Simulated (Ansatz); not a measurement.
The cluster Ga₂S₃: single points at one geometry.

```yaml
crystal:
  periodic: [false, false, false]
  atoms:
    - {symbol: Ga, position_ang: [-1.119686, 1.190230, -1.908414]}
    - {symbol: Ga, position_ang: [0.304877, -0.250588, 0.996639]}
    - {symbol: S, position_ang: [1.172319, 0.134174, -1.151840]}
    - {symbol: S, position_ang: [-0.610309, -1.207357, -0.942732]}
    - {symbol: S, position_ang: [0.252810, 0.133542, 3.006356]}
basis:
  gaussian: {orbitals: def2-TZVP, initial_orbitals: start.molden}
hamiltonian: {xc: {name: BHLYP}, dispersion: d4}
scf: {omitted_lower_state_checks: [starts]}
output: {orbitals: {seedname: orbitals}}
```

The file start.molden holds the orbitals of an earlier run on this structure, at another level or in another basis.

```sh
$ ansatz run in.yaml --threads 4 --pin off --events-out ev --progress --plain --max-ram 8704MiB
```

It prints (some lines left out):

```
Functional definition: BHLYP
1788 factors; their error is unknown
mean field evaluation 1: about -137263.0131 eV, gradient 1.4e1 eV
mean field evaluation 2: about -137263.1483 eV, gradient 2.5e-1 eV
mean field evaluation 4: about -137264.0683 eV, gradient 3.8e-1 eV
mean field evaluation 8: about -137264.0684 eV, gradient 1.3e-5 eV
mean field -137264.06842155 eV, -5044.3614735648 hartree, gradient 1.3e-5 eV, S^2 0.000000; 0 other end points of the search recorded, 0 dependent functions left out
reference -137264.06858991 eV, -5044.3614797519 hartree; 55, 55 occupied and 152, 152 virtual orbitals, 1788 factors
Total energy: -137264.57673483 eV, -5044.3801537333 hartree
Checks for a lower state left out: starts
```

Hardware: 4 threads of Intel Xeon Platinum 8375C on a shared host. Wall time 5.5 s, peak host memory 0.92 GiB.

The first input with `hamiltonian: {xc: pbe0, dispersion: d4}` (abridged; 6 s):

```
Functional definition: PBE0
mean field -137240.87708704 eV, -5043.5092077412 hartree, gradient 5.9e-5 eV, S^2 0.000000
Total energy: -137241.13064196 eV, -5043.5185257127 hartree
Checks for a lower state left out: starts
```

First input, but with `hamiltonian: {xc: pbe, dispersion: d4}`, `output: {forces: true, orbitals: {seedname: orbitals}}` (abridged; 3 s):

```
Functional definition: PBE
mean field -137236.60569633 eV, -5043.3522370276 hartree, gradient 1.6e-5 eV, S^2 0.000000
Total energy: -137236.89950619 eV, -5043.3630343408 hartree
Atom 0 force     0.201984    -0.242227     0.161666 eV/Å
Atom 1 force    -0.029985    -0.006470    -0.308088 eV/Å
Atom 2 force    -0.574317    -0.241351     0.132919 eV/Å
Atom 3 force     0.401936     0.491890     0.018419 eV/Å
Atom 4 force     0.000382    -0.001841    -0.004915 eV/Å
Dipole moment:    -0.329246     0.254585    -1.167908 e Å
Checks for a lower state left out: starts
```

As the first input, with `hamiltonian: {xc: {name: wB97X-V}}` (abridged; 9.5 s):

```
Functional definition: wB97X-V
mean field -137250.81062411 eV, -5043.8742584952 hartree, gradient 1.8e-5 eV, S^2 0.000000
Total energy: -137250.81062228 eV, -5043.8742584281 hartree
Checks for a lower state left out: starts
```

The first input with `correlation: {method: ccsd_t}` and without the key `hamiltonian` (abridged; 86 s):

```
Functional definition: HF
mean field -137124.14641465 eV, -5039.2194346538 hartree, gradient 2.4e-6 eV, S^2 0.000000
33 core orbitals not correlated: weight in the atoms' cores, before any rotation towards them, 1.000 or more for the frozen orbitals, at most 0.000 for the correlated occupied ones
second order -25.20895181 eV of doubles, -0.00000000 eV of singles
cycle   1  -24.70013177 eV  change    5.1e-1 eV  update   1.6e-1
cycle   2  -25.64142905 eV  change   -9.4e-1 eV  update   5.2e-2
cycle   3  -25.82434274 eV  change   -1.8e-1 eV  update   2.9e-2
cycle   4  -25.79826520 eV  change    2.6e-2 eV  update   7.8e-3
cycle   5  -25.79243556 eV  change    5.8e-3 eV  update   4.6e-3
cycle   6  -25.79376130 eV  change   -1.3e-3 eV  update   1.7e-3
cycle   7  -25.79355062 eV  change    2.1e-4 eV  update   8.8e-4
cycle   8  -25.79340527 eV  change    1.5e-4 eV  update   3.7e-4
cycle   9  -25.79360342 eV  change   -2.0e-4 eV  update   1.7e-4
cycle  10  -25.79367917 eV  change   -7.6e-5 eV  update   8.1e-5
cycle  11  -25.79356579 eV  change    1.1e-4 eV  update   3.8e-5
cycle  12  -25.79359114 eV  change   -2.5e-5 eV  update   2.2e-5
perturbative correction -1.53269854 eV, -0.0563256323 hartree
Total energy: -137151.47270433 eV, -5040.2236572769 hartree
Checks for a lower state left out: starts
```

The first input with `hamiltonian: {xc: r2scan, dispersion: d4}` (abridged; 6 s):

```
Functional definition: r2SCAN
mean field -137263.17164867 eV, -5044.3285177694 hartree, gradient 1.8e-5 eV, S^2 0.000000
Total energy: -137263.23276946 eV, -5044.3307639169 hartree
Checks for a lower state left out: starts
```

Geometry: B3LYP-D4/def2-SVP.

Correlated methods freeze 33 core orbitals; core or outer-core shells of Ga are correlated, in sets that lack core-valence functions. Another isomer (singlet) lies 0.45 eV lower at PBE0-D4/def2-TZVP; other spin states weren't run for this one.
